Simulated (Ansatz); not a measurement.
`F[SiH]([AlH2])S` and `C#C[Si](F)([AlH2])S` differ in one atom or group.

Ansatz, PBE0-D4/def2-TZVP geometries, multiplicity 1. Each molecule was computed in one conformer, which needn't be the lowest. `F[SiH]([AlH2])S` holds a close contact that its SMILES doesn't draw: S···Al 2.53 Å.

```tsv
property	`F[SiH]([AlH2])S`
zero-point energy (PBE0-D4/def2-TZVP) / kJ/mol	92.9
size of the dipole moment (B3LYP/def2-TZVPP) / D	0.24
HOMO–LUMO gap (B3LYP/def2-TZVPP) / eV	5.87
HOMO energy (B3LYP/def2-TZVPP) / eV	-6.96
LUMO energy (PBE/def2-TZVPP) / eV	-1.82
HOMO energy (ωB97M-V/def2-TZVPP) / eV	-9.11
```

(1) What does the change do to each property? (Best estimate.)

Results:

(1) Ansatz gave: 
```json
{"property": "zero-point energy (PBE0-D4/def2-TZVP) / kJ/mol", "`C#C[Si](F)([AlH2])S`": "120.7", "shift": "27.8"}
{"property": "size of the dipole moment (B3LYP/def2-TZVPP) / D", "`C#C[Si](F)([AlH2])S`": "1.82", "shift": "1.58"}
{"property": "HOMO–LUMO gap (B3LYP/def2-TZVPP) / eV", "`C#C[Si](F)([AlH2])S`": "4.79", "shift": "-1.08"}
{"property": "HOMO energy (B3LYP/def2-TZVPP) / eV", "`C#C[Si](F)([AlH2])S`": "-7.34", "shift": "-0.38"}
{"property": "LUMO energy (PBE/def2-TZVPP) / eV", "`C#C[Si](F)([AlH2])S`": "-3.12", "shift": "-1.30"}
{"property": "HOMO energy (ωB97M-V/def2-TZVPP) / eV", "`C#C[Si](F)([AlH2])S`": "-9.55", "shift": "-0.44"}
```

With PBE0 the HOMO falls by 0.41 eV and the LUMO falls by 1.42 eV, so the gap narrows by about 1.01 eV. PBE moves the HOMO by -0.35 eV and ωB97M-V by -0.44 eV. The zero-point energy changes by 27.8 kJ/mol with +6 modes. Dipoles are sizes alone; their direction can turn.

B3LYP here is the variant with VWN-RPA as its local correlation; programs differ in this.
